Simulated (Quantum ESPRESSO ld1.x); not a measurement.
The numbers below are computed, except where a source is named.
Mn+, 24 electrons, occupied as [Ar] 3d4 4s2 (not the ground configuration). Level of theory: non-relativistic Kohn-Sham, BLYP, spin-unpolarised, spherical densities, point nucleus (ld1.x of Quantum ESPRESSO 7.5).

Normalised radial functions P(r) = r R(r), r in bohr:

r             1s       3p      3d
0.003431  0.7726   0.0020  0.0000
0.0039    0.8679   0.0025  0.0000
0.004468  0.9803   0.0033  0.0000
0.005078  1.0973   0.0043  0.0000
0.005818  1.2341   0.0055  0.0000
0.006665  1.3843   0.0072  0.0000
0.007575  1.5379   0.0092  0.0001
0.008679  1.7141   0.0119  0.0001
0.009943  1.9027   0.0154  0.0001
0.0113    2.0905   0.0195  0.0002
0.01295   2.2987   0.0251  0.0003
0.01483   2.5126   0.0322  0.0004
0.01686   2.7152   0.0405  0.0006
0.01931   2.9263   0.0516  0.0008
0.02195   3.1148   0.0645  0.0012
0.02515   3.2961   0.0814  0.0018
0.02881   3.4483   0.1021  0.0026
0.03275   3.5553   0.1256  0.0036
0.03752   3.6200   0.1554  0.0053
0.04299   3.6241   0.1907  0.0076
0.04886   3.5647   0.2291  0.0107
0.05597   3.4288   0.2754  0.0152
0.06413   3.2168   0.3269  0.0215
0.07288   2.9517   0.3789  0.0296
0.0835    2.6108   0.4359  0.0413
0.09491   2.2495   0.4882  0.0559
0.1087    1.8443   0.5382  0.0764
0.1246    1.4423   0.5767  0.1031
0.1416    1.0895   0.5959  0.1351
0.1622    0.7623   0.5908  0.1777
0.1858    0.4975   0.5517  0.2302
0.2112    0.3098   0.4778  0.2891
0.242     0.1717   0.3556  0.3619
0.275     0.0898   0.1992  0.4391
0.3151    0.0403  -0.0060  0.5283
0.361     0.0159  -0.2404  0.6213
0.4103    0.0057  -0.4721  0.7078
0.4701    0.0017  -0.7088  0.7930
0.5385    0.0004  -0.9124  0.8648
0.6121    0.0001  -1.0532  0.9139
0.7013    0.0000  -1.1322  0.9404
0.8034    0.0000  -1.1320  0.9369
0.9131    0.0000  -1.0641  0.9062
1.046     0.0000  -0.9352  0.8475
1.189     0.0000  -0.7802  0.7721
1.362     0.0000  -0.6031  0.6771
1.561     0.0000  -0.4345  0.5735
1.774     0.0000  -0.2980  0.4744
2.032     0.0000  -0.1843  0.3730
2.328     0.0000  -0.1042  0.2806
2.646     0.0000  -0.0555  0.2049
3.032     0.0000  -0.0254  0.1387
3.473     0.0000  -0.0102  0.0878
3.948     0.0000  -0.0038  0.0533
4.523     0.0000  -0.0011  0.0288
5.14      0.0000  -0.0003  0.0147
5.889     0.0000  -0.0001  0.0064
6.747     0.0000  0.0000  0.0024
7.669     0.0000  0.0000  0.0009
8.786     0.0000  0.0000  0.0002

1s: eigenvalue -6391.0 eV, 0 radial nodes, <r> = 0.0616 bohr, 90 % of the charge inside 0.110 bohr. 3p: eigenvalue -68.477 eV, 1 radial node at r = 0.314 bohr, <r> = 0.895 bohr, 90 % of the charge inside 1.38 bohr. 3d: eigenvalue -20.452 eV, 0 radial nodes, <r> = 1.09 bohr, 90 % of the charge inside 1.85 bohr.
